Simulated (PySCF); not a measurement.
**EPR parameters of C7H7ClN**

C7H7ClN (doublet state).
Cartesian coordinates in Å at the GFN2-xTB level; atoms count from 1:
```
atom  x, y, z in Å
N1     4.2430   -0.2824   -1.3477
C2     3.4125    0.2965   -0.8179
C3     2.3585    1.0029   -0.1294
C4     1.3900    0.0235    0.4691
C5     0.0903    0.0206    0.1943
C6    -0.8464   -0.9353    0.7808
C7    -2.1282   -0.9420    0.5723
C8    -3.3366   -0.5100    0.0368
Cl9   -3.1020    1.0518   -1.0941
H10    2.8220    1.6081    0.6584
H11    1.8544    1.6679   -0.8357
H12    1.8179   -0.7030    1.1475
H13   -0.3432    0.7443   -0.4806
H14   -0.3969   -1.6791    1.4315
H15   -3.7967   -1.2147   -0.6524
H16   -4.0462   -0.1404    0.7739
```

The hyperfine couplings belong to this conformer and change with its torsions.

The species is `C(=[C]/CCl)/C=C/CC#N` [radical].

Computed with UKS B3LYP, pcH-1 on C Cl H N, non-relativistic, mean-field spin-orbit, GIAO in PySCF. One conformer (not necessarily the lowest) at the GFN2-xTB geometry, without solvent, vibrations or thermal averaging. Couplings are sensitive to structure, and on GFN2-xTB geometries they can be far from those on DFT ones. Stability of the SCF solution: not tested.

- g1, g2, g3: 2.00199, 2.00515, 2.00659
- g_iso: 2.00458
- Form of g: rhombic: the two nearest values differ by 31 % of g3 − g1
- ⟨S²⟩: 0.7630 (exact 0.7500)
- α and β electrons: 37, 36
- HOMO–LUMO gap, α and β orbitals: 5.24, 3.56 eV
- Total energy: -785.80879 Eh

Isotropic coupling and dipolar principal values T1 to T3, in MHz:

| atom | isotope | a_iso | of which spin–orbit | T1 | T2 | T3 | Mulliken spin population |
| --- | --- | --- | --- | --- | --- | --- | --- |
| N1 | 14N | 0.0 | 0.0 | -0.1 | 0.0 | 0.1 | 0.00 |
| C2 | 13C | -2.6 | 0.0 | -0.1 | 0.0 | 0.1 | 0.00 |
| C3 | 13C | 4.3 | 0.0 | -0.4 | -0.3 | 0.7 | 0.00 |
| C4 | 13C | -2.4 | 0.0 | -8.1 | 2.7 | 5.5 | -0.04 |
| C5 | 13C | 71.4 | 0.0 | -7.4 | -2.0 | 9.4 | 0.08 |
| C6 | 13C | -29.6 | 0.0 | -14.9 | 3.4 | 11.5 | -0.14 |
| C7 | 13C | 149.7 | 0.0 | -76.0 | -54.8 | 130.7 | 0.89 |
| C8 | 13C | 64.9 | -0.1 | -8.4 | 0.6 | 7.8 | -0.07 |
| Cl9 | 35Cl | 44.7 | 2.0 | -43.4 | -42.0 | 85.4 | 0.22 |
| H10 | 1H | -4.2 | 0.0 | -0.4 | -0.3 | 0.7 | 0.00 |
| H11 | 1H | 0.3 | 0.0 | -0.7 | -0.5 | 1.3 | 0.00 |
| H12 | 1H | 2.8 | 0.0 | -2.1 | -1.5 | 3.6 | 0.00 |
| H13 | 1H | -5.2 | 0.0 | -5.0 | -0.3 | 5.2 | 0.00 |
| H14 | 1H | 121.1 | 0.0 | -5.5 | -4.3 | 9.8 | 0.05 |
| H15 | 1H | 22.2 | 0.0 | -7.1 | -2.4 | 9.5 | 0.01 |
| H16 | 1H | 24.8 | 0.0 | -7.2 | -2.3 | 9.5 | 0.01 |

The Mulliken spin populations are largest on C7 (+0.89), Cl9 (+0.22), C6 (-0.14) and C5 (+0.08). The positive populations add up to 1.26 and the negative ones to -0.26, together 2S = 1.

Axes: g3 points within 15° of the C6–C7 bond.

Under fast tumbling the dipolar parts average out, and these isotropic splittings remain: 1 × 1H (H14, I = 1/2, 2 lines) with 4.32 mT, 1 × 35Cl (Cl9, I = 3/2, 4 lines) with 1.59 mT, 2 × 1H (H15/H16, I = 1/2, 3 lines) with 0.84 mT, 1 × 1H (H13, I = 1/2, 2 lines) with 0.19 mT, 1 × 1H (H12, I = 1/2, 2 lines) with 0.10 mT and 2 × 1H (H10/H11, I = 1/2, 3 lines) with 0.07 mT.

Class means assume fast exchange of nuclei equivalent by connectivity; if that motion is slow, each nucleus keeps its own coupling.

Main isotope only: 35Cl (natural samples also hold 24 % 37Cl, magnetic too, which adds its own pattern).

The 13C coupling of C7 (149.7 MHz) shows only in satellite lines or after enrichment, since that isotope makes up about 1.07 % of natural carbon.

Time: 1.7 min of wall time (grids of density and orbitals included); peak memory 1.1 GiB. Hardware: an Arm Neoverse V2 with one thread, no GPU, shared host.
